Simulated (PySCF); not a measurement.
C₃H₇NSi₂, SMILES C1C(=C[SiH2]N=1)[SiH3]. Atoms are numbered in the order given.

```xyz
13

Si    -0.0927    -2.4427     0.0000
C     -0.0319    -0.5589     0.0000
C     -1.1236     0.2440     0.0000
Si    -0.4483     2.0004     0.0000
N      1.2550     1.5006     0.0000
C      1.2587     0.2236     0.0000
H     -0.8097    -2.9381    -1.2134
H      1.2994    -2.9853     0.0000
H     -0.8097    -2.9381     1.2134
H     -2.1461    -0.1435     0.0000
H     -0.7880     2.7882     1.2193
H     -0.7880     2.7882    -1.2193
H      2.2121    -0.3353     0.0000
```

Geometry optimised at PBE0-D3(BJ)/def2-SVP. A frequency run showed that this geometry is not a minimum. The structure was generated by enumeration, and PubChem lists no compound with its InChIKey, so it may never have been made.

Two levels are set side by side: PBE/pcSseg-1 (PySCF) and KT2/pcSseg-1 (PySCF). GIAO shifts against NH3 (¹⁵N), TMS (²⁹Si), TMS (¹H), TMS (¹³C) at the same level; non-relativistic, no solvent, atoms listed together averaged. Differences are taken from unrounded values.

```
quantity                     KT2    PBE  PBE minus KT2
-------------------------  -----  -----  -------------
δ(²⁹Si) of Si1 (ppm)       -83.5  -84.3           -0.8
δ(¹³C) of C2 (ppm)         151.1  161.0           10.0
δ(¹³C) of C3 (ppm)         157.3  169.7           12.4
δ(²⁹Si) of Si4 (ppm)        -7.3   -6.5            0.8
δ(¹⁵N) of N5 (ppm)         338.2  370.7           32.6
δ(¹³C) of C6 (ppm)         175.6  186.4           10.8
δ(¹H) of H7, H8, H9 (ppm)   4.69   4.74           0.05
δ(¹H) of H10 (ppm)          7.78   7.99           0.22
δ(¹H) of H11, H12 (ppm)     5.50   5.56           0.06
δ(¹H) of H13 (ppm)          8.94   9.18           0.24
```

Rough cost on one machine, each run with all the roots and properties that it gave: KT2 against PBE within a factor of 2.
